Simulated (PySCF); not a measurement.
## S+: ionisation energy

S+ [Ne] 3s2 3p3 (4S) → S(2+) [Ne] 3s2 3p2 (3P), as a difference of total energies. Computed with PySCF 2.14 in aug-cc-pwCVTZ, with the non-relativistic Hamiltonian (point nucleus). Correlated levels: valence: [Ne] frozen; valence and next inner shell: 1s2 frozen; nothing frozen. The calculations carry no spin-orbit coupling.

```
                                method  ionisation energy (eV)  plus first-order spin-orbit estimate  error of that sum (eV)
                                   UHF                  22.718                                22.657                  -0.681
                                   LDA                  23.400                                23.339                  +0.001
                                   PBE                  23.321                                23.260                  -0.078
                                  PBE0                  23.387                                23.325                  -0.013
                                r2SCAN                  23.519                                23.458                  +0.120
                             BHandHLYP                  23.137                                23.076                  -0.262
                                  MN15                  23.362                                23.301                  -0.037
                                M06-2X                  23.187                                23.126                  -0.212
                                 B3LYP                  23.247                                23.186                  -0.152
                         MP2 (valence)                  23.345                                23.284                  -0.054
                     SCS-MP2 (valence)                  23.155                                23.094                  -0.244
    MP2 (valence and next inner shell)                  23.378                                23.317                  -0.021
SCS-MP2 (valence and next inner shell)                  23.186                                23.125                  -0.213
                   MP2 (all electrons)                  23.380                                23.319                  -0.019
               SCS-MP2 (all electrons)                  23.187                                23.126                  -0.212
```

Reference: 23.338 eV (measured; NIST Atomic Spectra Database, ionization energies).

A first-order spin-orbit estimate (lowest level to lowest level, LS coupling) adds -0.061 eV.

Errors of the correlated levels include the incompleteness of this basis and the frozen core.
